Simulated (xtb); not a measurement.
CHF (SMILES [CH]F), singlet, geometry from GFN2-xTB; GFN0-xTB (xtb).

Here is a job for xtb.
```
$ xtb mol.xyz --gfn 0 --ohess --json

# file mol.xyz
3

C     -0.56552639     0.43684752    -0.01538265
F      0.53215338    -0.25729409     0.01555547
H     -1.39622203    -0.30543829    -0.04770330
```

Output, abridged:

```
   ID    Z sym.   atoms
    1    6 C      1
    2    9 F      2
    3    1 H      3

           -------------------------------------------------
          |                Calculation Setup                |
           -------------------------------------------------

           -------------------------------------------------
          |                 G F N 0 - x T B                 |
           -------------------------------------------------

          ...................................................
          :                      SETUP                      :
          :.................................................:
          :  # basis functions                  10          :
          :  # atomic orbitals                  10          :
          :  # shells                            6          :
          :  # electrons                        12          :
          :  electronic temp.          300.0000000     K    :
          :  accuracy                    1.0000000          :
          :  -> integral cutoff          0.2500000E+02      :
          :  -> integral neglect         0.1000000E-07      :
          ...................................................

         :::::::::::::::::::::::::::::::::::::::::::::::::::::
         ::                     SUMMARY                     ::
         :::::::::::::::::::::::::::::::::::::::::::::::::::::
         :: total energy              -6.426671578562 Eh    ::
         :: gradient norm              0.046513611224 Eh/a0 ::
         :: HOMO-LUMO gap              1.590542334952 eV    ::
         ::.................................................::
         :: H0 energy                 -6.429469976171 Eh    ::
         :: repulsion energy           0.036654326532 Eh    ::
         :: electrostat energy        -0.020842242921 Eh    ::
         :: -> Gsolv                   0.000000000000 Eh    ::
         ::    -> Gsasa                0.000000000000 Eh    ::
         ::    -> Gshift               0.000000000000 Eh    ::
         :: dispersion energy         -0.000170858821 Eh    ::
         :: short-range corr.         -0.012842827181 Eh    ::
         :: add. restraining           0.000000000000 Eh    ::
         :: total charge               0.000000000000 e     ::
         :::::::::::::::::::::::::::::::::::::::::::::::::::::

      -----------------------------------------------------------
     |                   =====================                   |
[...]
 * total energy  :    -6.4266716 Eh     change        0.0000000E+00 Eh
 * total energy  :    -6.4280395 Eh     change       -0.1367872E-02 Eh
 * total energy  :    -6.4281074 Eh     change       -0.6795260E-04 Eh
 * total energy  :    -6.4281127 Eh     change       -0.5315236E-05 Eh
 * total energy  :    -6.4281130 Eh     change       -0.2573271E-06 Eh
   *** GEOMETRY OPTIMIZATION CONVERGED AFTER 5 ITERATIONS ***
         :: total energy              -6.428112975849 Eh    ::
[...]
          :  rotational number                       1      :
          :  scaling factor                  1.0000000      :
          :  rotor cutoff                   50.0000000 cm⁻¹ :
          :  imag. cutoff                  -20.0000000 cm⁻¹ :
          :.................................................:

    mode    ω/cm⁻¹     T·S(HO)/kcal·mol⁻¹    T·S(FR)/kcal·mol⁻¹   T·S(vib)
   ------------------------------------------------------------------------
   ------------------------------------------------------------------------

   temp. (K)  partition function   enthalpy   heat capacity  entropy
                                   cal/mol     cal/K/mol   cal/K/mol   J/K/mol
 298.15  VIB   1.00                    9.445      0.212      0.036
         ROT  0.108E+04              888.752      2.981     16.862
         INT  0.108E+04              898.197      3.192     16.899
         TR   0.175E+27             1481.254      4.968     36.307
         TOT                        2379.4510     8.1606    53.2055   222.6118

       T/K    H(0)-H(T)+PV         H(T)/Eh          T*S/Eh         G(T)/Eh
   ------------------------------------------------------------------------
    298.15    0.379190E-02    0.161183E-01    0.252797E-01   -0.916132E-02
   ------------------------------------------------------------------------

         :::::::::::::::::::::::::::::::::::::::::::::::::::::
         ::                  THERMODYNAMIC                  ::
         :::::::::::::::::::::::::::::::::::::::::::::::::::::
         :: total free energy          -6.437274297068 Eh   ::
         ::.................................................::
         :: total energy               -6.428112975849 Eh   ::
         :: zero point energy           0.012326436195 Eh   ::
         :: G(RRHO) w/o ZPVE           -0.021487757414 Eh   ::
         :: G(RRHO) contrib.           -0.009161321219 Eh   ::
         :::::::::::::::::::::::::::::::::::::::::::::::::::::

optimized geometry written to: xtbopt.xyz

           -------------------------------------------------
          | TOTAL ENERGY               -6.428112975849 Eh   |
          | TOTAL ENTHALPY             -6.411994643147 Eh   |
          | TOTAL FREE ENERGY          -6.437274297068 Eh   |
          | GRADIENT NORM               0.000221682344 Eh/α |
          | HOMO-LUMO GAP               1.682871420484 eV   |
           -------------------------------------------------

normal termination of xtb
```
